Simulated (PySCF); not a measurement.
Species: C7H9Cl3O.
SMILES with atom numbers: `[Cl:1][C:2]([Cl:3])([Cl:4])[C@@H:5]1[CH2:6][CH2:7][C@@H:8]2[O:9][C@@H:10]2[CH2:11]1` (hydrogens: H12 on C5; H13, H14 on C6; H15, H16 on C7; H17 on C8; H18 on C10; H19, H20 on C11)

Theory: PBE0-D3(BJ)/def2-SVP geometry optimisation, gas phase (PySCF 2.14.0).

Question: List the bond lengths, angles and torsions at this level.

Answer: 
```json
{"bond": "Cl1–C2, C2–Cl3, C2–Cl4", "length (bohr)": "3.372", "order": "single"}
{"bond": "C2–C5", "length (bohr)": "2.893", "order": "single"}
{"bond": "C5–C6", "length (bohr)": "2.888", "order": "single"}
{"bond": "C6–C7", "length (bohr)": "2.878", "order": "single"}
{"bond": "C7–C8", "length (bohr)": "2.843", "order": "single"}
{"bond": "C8–O9", "length (bohr)": "2.668", "order": "single"}
{"bond": "O9–C10", "length (bohr)": "2.676", "order": "single"}
{"bond": "C10–C11", "length (bohr)": "2.856", "order": "single"}
{"bond": "C5–C11", "length (bohr)": "2.894", "order": "single"}
{"bond": "C8–C10", "length (bohr)": "2.776", "order": "single"}
{"bond": "C5–H12", "length (bohr)": "2.088", "order": "single"}
{"bond": "C6–H13", "length (bohr)": "2.080", "order": "single"}
{"bond": "C6–H14", "length (bohr)": "2.076", "order": "single"}
{"bond": "C7–H15", "length (bohr)": "2.086", "order": "single"}
{"bond": "C7–H16", "length (bohr)": "2.083", "order": "single"}
{"bond": "C8–H17", "length (bohr)": "2.077", "order": "single"}
{"bond": "C10–H18", "length (bohr)": "2.075", "order": "single"}
{"bond": "C11–H19", "length (bohr)": "2.076", "order": "single"}
{"bond": "C11–H20", "length (bohr)": "2.083", "order": "single"}
```

Bonds in one row agree within 0.02 bohr and their mean is given. Orders are formal, as drawn. A selection of angles:
```json
{"angle": "Cl1–C2–Cl3", "degrees": "107.5"}
{"angle": "Cl1–C2–Cl4", "degrees": "108.6"}
{"angle": "Cl1–C2–C5", "degrees": "110.2"}
{"angle": "Cl3–C2–C5", "degrees": "110.5"}
{"angle": "C2–C5–C6", "degrees": "112.8"}
{"angle": "C2–C5–C11", "degrees": "112.2"}
{"angle": "C2–C5–H12", "degrees": "103.9"}
{"angle": "C6–C5–C11", "degrees": "111.0"}
{"angle": "C6–C5–H12", "degrees": "108.0"}
{"angle": "C11–C5–H12", "degrees": "108.5"}
{"angle": "C5–C6–C7", "degrees": "110.1"}
{"angle": "C5–C6–H13", "degrees": "109.2"}
{"angle": "C5–C6–H14", "degrees": "110.3"}
{"angle": "C7–C6–H13", "degrees": "109.7"}
{"angle": "C7–C6–H14", "degrees": "110.0"}
{"angle": "H13–C6–H14", "degrees": "107.5"}
{"angle": "C6–C7–C8", "degrees": "111.8"}
{"angle": "C6–C7–H15", "degrees": "110.4"}
{"angle": "C6–C7–H16", "degrees": "110.1"}
{"angle": "C8–C7–H15", "degrees": "108.5"}
{"angle": "C8–C7–H16", "degrees": "109.2"}
{"angle": "H15–C7–H16", "degrees": "106.5"}
{"angle": "C7–C8–O9", "degrees": "115.9"}
{"angle": "C7–C8–C10", "degrees": "120.2"}
{"angle": "C7–C8–H17", "degrees": "116.0"}
{"angle": "O9–C8–C10", "degrees": "58.8"}
{"angle": "O9–C8–H17", "degrees": "114.6"}
{"angle": "C10–C8–H17", "degrees": "118.4"}
{"angle": "C8–O9–C10", "degrees": "62.6"}
{"angle": "O9–C10–C11", "degrees": "116.6"}
{"angle": "O9–C10–H18", "degrees": "113.6"}
{"angle": "C11–C10–H18", "degrees": "115.2"}
{"angle": "C8–C10–O9", "degrees": "58.6"}
{"angle": "C8–C10–C11", "degrees": "122.0"}
{"angle": "C8–C10–H18", "degrees": "118.0"}
{"angle": "C10–C11–H19", "degrees": "109.5"}
{"angle": "C10–C11–H20", "degrees": "108.0"}
{"angle": "C5–C11–C10", "degrees": "112.9"}
{"angle": "C5–C11–H19", "degrees": "109.8"}
{"angle": "C5–C11–H20", "degrees": "109.6"}
{"angle": "H19–C11–H20", "degrees": "106.8"}
```

Torsions: Cl1–C2–C5–C6 -60° (synclinal); C2–C5–C6–C7 168° (antiperiplanar); C5–C6–C7–C8 53° (synclinal); C6–C7–C8–O9 46° (synclinal); C7–C8–O9–C10 -111° (anticlinal); C8–O9–C10–C11 113° (anticlinal); O9–C10–C11–C5 -79° (synclinal); C2–C5–C11–C10 170° (antiperiplanar); C7–C8–C10–O9 104° (anticlinal).

The 3-membered ring C8–O9–C10 has internal angles of 58.6° to 62.6°. Of the pairs four or more bonds apart, Cl1···H14 is among the closest relative to their van der Waals radii: 2.63 Å, 89 % of the sum of Bondi's values. The 7 C–C bonds span 1.469 Å (C8–C10, drawn single) to 1.531 Å (C5–C11, drawn single), a spread of 0.062 Å. The 6-membered ring C5–C6–C7–C8–C10–C11 has internal angles of 110.1° to 122.0°; it is puckered, 0.21 Å rms from its mean plane, widest ring torsion 66°.

Point group: C1 (no symmetry element, even within 0.4 Å). No frequency check. The numbers are those of one conformer.
